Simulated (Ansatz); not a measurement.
Geometry optimisation, RKS B3LYP/def2-SVP (Ansatz 0.2.0).

Input:

```yaml
crystal:
  periodic: [false, false, false]
  atoms:
    - { symbol: C, position_ang: [-0.2395, -2.0432, 0.6463] }
    - { symbol: B, position_ang: [0.2342, -0.5525, 1.0083] }
    - { symbol: Si, position_ang: [-0.0555, 0.9281, -0.2364] }
    - { symbol: "N", position_ang: [0.7088, 0.8142, -1.8849] }
    - { symbol: C, position_ang: [-0.8549, 2.3286, 0.155] }
    - { symbol: "N", position_ang: [0.502, 2.3637, 0.483] }
    - { symbol: H, position_ang: [-1.3625, -1.9688, 0.507] }
    - { symbol: H, position_ang: [0.2272, -2.3165, -0.3164] }
    - { symbol: H, position_ang: [-0.0285, -2.6919, 1.4894] }
    - { symbol: H, position_ang: [0.8247, -0.3725, 2.0441] }
    - { symbol: H, position_ang: [1.6551, 0.6625, -1.7653] }
    - { symbol: H, position_ang: [0.2672, -0.0675, -2.2751] }
    - { symbol: H, position_ang: [-1.858, 2.8811, 0.1597] }
basis:
  gaussian: { orbitals: def2-SVP }
hamiltonian:
  xc: b3lyp
relax:
  f_tol: 0.015
  max_steps: 40
output:
  orbitals: {}
```

Command:

```bash
$ ansatz run input.yaml --threads 2 --pin off --max-ram 3072MiB --backend cpu --events-out ev --progress --plain --runs-dir out
```

**Question.** Where does it end, and by what steps?

**Answer.** The run converged. After 25 steps the energy has fallen by 1.953 eV; H12 moved furthest, 1.29 Å.

```tsv
step	energy less start (eV)	largest force component (eV/Å)	accepted
0	0.0000	4.938	yes
1	-1.2686	2.761	yes
2	-1.6624	1.372	yes
3	-1.7331	0.412	yes
4	-1.7651	0.510	yes
5	-1.8056	0.244	yes
6	-1.8265	0.312	yes
7	-1.8440	0.224	yes
8	-1.8547	0.182	yes
9	-1.7913	1.472	no
10	-1.8568	0.151	yes
11	-1.8655	0.088	yes
12	-1.8670	0.525	yes
13	-1.8799	0.282	yes
14	-1.8455	0.760	no
15	-1.8941	0.220	yes
16	-1.9030	0.133	yes
17	-1.9151	0.398	yes
18	-1.9357	0.579	yes
19	-1.9376	0.260	yes
20	-1.9453	0.497	yes
21	-1.9462	0.257	yes
22	-1.7736	1.787	no
23	-1.9518	0.067	yes
24	-1.9531	0.036	yes
25	-1.9532	0.012	yes
```

```xyz
13
Properties=species:S:1:pos:R:3
C -0.038 -2.150 0.708
B -0.087 -0.629 1.073
Si 0.061 0.860 -0.218
N 0.536 0.499 -1.842
C -0.729 2.465 0.109
N 0.483 2.542 0.472
H -1.032 -2.580 0.946
H 0.195 -2.393 -0.339
H 0.661 -2.690 1.374
H -0.273 -0.306 2.224
H 1.365 -0.064 -2.012
H 0.404 1.179 -2.585
H -1.525 3.232 0.104
```

Whether the end is a true minimum wasn't checked by a vibrational analysis.

The run took 71 s on 2 threads of AMD EPYC 7R13 Processor (Zen 3), on a shared host, peak memory 0.32 GiB.
